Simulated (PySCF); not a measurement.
SMILES c1ccc[cH+]cc1 (C₇H₇ (cation, charge +1)), GFN2-xTB optimised geometry.

```
14

C     -0.70    -1.58     0.00
C      0.70    -1.58     0.00
C      1.56    -0.49     0.00
C      1.25     0.87     0.00
C      0.00     1.47     0.00
C     -1.25     0.87     0.00
C     -1.56    -0.49     0.00
H     -1.17    -2.55     0.00
H      1.17    -2.55     0.00
H      2.62    -0.73     0.00
H      2.10     1.54     0.00
H      0.00     2.55     0.00
H     -2.10     1.54     0.00
H     -2.62    -0.73     0.00
```

Density from CAM-B3LYP/def2-TZVP (PySCF 2.14.0) at that geometry.

Minimum of the electron density along straight lines between bonded atoms, close to the bond critical point (lines longer than 1.1 times the sum of covalent radii, or with two minima, are not listed):

```
bond    length / Å  ρ at the minimum / e bohr⁻³  ∇²ρ there / e bohr⁻⁵  position (fraction from the first atom)
------  ----------  ---------------------------  --------------------  ---------------------------------------
C1–C2        1.391                        0.323                 -0.99                                     0.50
C2–C3        1.391                        0.323                 -0.99                                     0.50
C3–C4        1.391                        0.323                 -0.99                                     0.50
C4–C5        1.391                        0.323                 -0.99                                     0.50
C5–C6        1.391                        0.323                 -0.99                                     0.50
C1–C7        1.391                        0.323                 -0.99                                     0.50
C6–C7        1.391                        0.323                 -0.99                                     0.50
C1–H8        1.084                        0.293                 -1.09                                     0.66
C2–H9        1.084                        0.293                 -1.09                                     0.66
C3–H10       1.084                        0.293                 -1.09                                     0.66
C4–H11       1.084                        0.293                 -1.09                                     0.66
C5–H12       1.084                        0.293                 -1.09                                     0.66
C6–H13       1.084                        0.293                 -1.09                                     0.66
C7–H14       1.084                        0.293                 -1.09                                     0.66
```
